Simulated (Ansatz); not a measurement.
Consider the cleavage of the Si–Si bond: `B[SiH]([SiH3])[SiH3]` + `NBS` → `[SiH3]NBS` + `B[SiH2][SiH3]`.

Computed with Ansatz on PBE0-D4/def2-TZVP structures; ΔE is electronic, products minus reactants. CCSD(T)/CBS is the MP2 limit (def2-TZVPP, def2-QZVPP) plus CCSD(T) − MP2 in def2-TZVPP, frozen cores. Functionals use def2-TZVPP. One conformer a species, not always the lowest.

`B[SiH]([SiH3])[SiH3]`:

Z-matrix (Å, degrees):
```
Si
Si 1 2.345
Si 1 2.345 2 104.6
B 1 1.989 2 108.5 3 115.6
H 1 1.491 2 109.5 3 -117.2
H 2 1.488 1 110.1 3 61.3
H 2 1.487 1 109.1 3 -58.1
H 2 1.488 1 111.6 3 -178.2
H 3 1.488 1 110.0 2 -61.9
H 3 1.487 1 109.1 2 57.5
H 3 1.488 1 111.6 2 177.6
H 4 1.197 1 118.6 2 -56.4
H 4 1.195 1 123.3 2 123.6
```

`NBS`:

```xyz
7

N    -0.841   -0.668   -0.486
B    -0.006    0.123    0.298
S     1.578    0.710   -0.369
H    -0.632   -0.952   -1.428
H    -1.723   -1.008   -0.147
H    -0.333    0.414    1.408
H     1.958    1.381    0.725
```

`[SiH3]NBS`:

Z-matrix (Å, degrees):
```
Si
N 1 1.741
H 1 1.487 2 110.5
H 1 1.480 2 107.5 3 120.4
H 1 1.487 2 110.6 3 -119.2
B 2 1.405 1 126.0 3 -120.8
H 2 1.012 1 116.6 3 59.2
S 6 1.812 2 120.2 1 -179.9
H 6 1.194 2 120.1 1 0.1
H 8 1.340 6 96.5 2 -180.0
```

`B[SiH2][SiH3]`:

Z-matrix (Å, degrees):
```
Si
Si 1 2.356
B 1 1.988 2 102.8
H 1 1.490 2 107.3 3 -121.5
H 1 1.490 2 107.3 3 121.4
H 2 1.488 1 110.0 3 -178.7
H 2 1.487 1 110.4 3 61.4
H 2 1.487 1 110.5 3 -58.7
H 3 1.195 1 120.8 2 87.2
H 3 1.195 1 120.9 2 -87.0
```

(1) Is it downhill or uphill in electronic energy at CCSD(T)/CBS, and by how much? (Estimate.)

(2) What do these levels give: LDA (SPW92), r2SCAN-D4, B97M-V, CAM-B3LYP-D4, PBE, r2SCAN, LC-ωPBE, CCSD/def2-SVP, CCSD/def2-TZVPP, HF/def2-QZVPP, MP2/def2-QZVPP, MP2/CBS(def2)? (An estimate is asked.)

(3) What do rigid-rotor, harmonic-oscillator terms from PBE0-D4/def2-TZVP frequencies (298.15 K, 1 bar) make of the CCSD(T)/CBS value? (Best estimate.)

Largest T1 diagnostic among the species: 0.015.

## Answers

(1) The calculation gave: Downhill: ΔE = -28.8 kJ/mol.

(2) Ansatz gave: LDA (SPW92) -11.5, r2SCAN-D4 -20.3, B97M-V -21.4, CAM-B3LYP-D4 -32.6, PBE -9.8, r2SCAN -20.9, LC-ωPBE -22.2, CCSD/def2-SVP -26.2, CCSD/def2-TZVPP -32.6, HF/def2-QZVPP -49.9, MP2/def2-QZVPP -33.8, MP2/CBS(def2) -33.0 kJ/mol.

(3) Computed: ΔZPE = -5.8 kJ/mol, ΔH = -35.9 kJ/mol, ΔS = -9 J/(mol·K), ΔG = -33.2 kJ/mol. Modes under 50 cm⁻¹ make the entropy rough.

The D4 term adds +3.3 kJ/mol with B3LYP and +2.1 kJ/mol with PBE0; it sums over pairs of atoms, weighted by their polarisabilities, and B3LYP, whose exchange is more repulsive, gets the larger term. Leaving LDA and LC-ωPBE aside and taking each functional with its dispersion term where it has one, the values, not all of them listed here, spread over 25.0 kJ/mol, from BHLYP-D4 to PBE-D4. In def2-TZVPP, CCSD(T) changes the Hartree–Fock value by +18.9 kJ/mol (the triples alone add +2.9 kJ/mol) and MP2 by +14.8 kJ/mol.

B3LYP here is the variant with VWN-RPA as its local correlation; programs differ in this.
